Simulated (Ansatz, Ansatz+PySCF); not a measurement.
```xyz
2

Si    0.0000    0.0000    0.0000
S     0.0000    0.0000    1.9290
```

Basis set: def2-SVP (spherical functions). Left uncorrelated: 10 orbitals. Charge 0, multiplicity 1.

Computed with Ansatz (development build ahead of 0.2.0); each method stands on the lowest determinant of its kind that the runs found. Restricted open shells among the atoms or ions are ROHF, correlated in semicanonical orbitals with singles.

Give the atomization energy at this shape (free ground-state atoms in the same class of orbitals less the molecule, no zero-point energy) of singlet SiS by RHF-CCSD(T), UHF-MP2, RHF, UHF.

```json
{"method": "RHF-CCSD(T)", "atomization energy": "5.67 eV"}
{"method": "UHF-MP2", "atomization energy": "5.82 eV"}
{"method": "RHF", "atomization energy": "3.96 eV"}
{"method": "UHF", "atomization energy": "3.77 eV"}
```
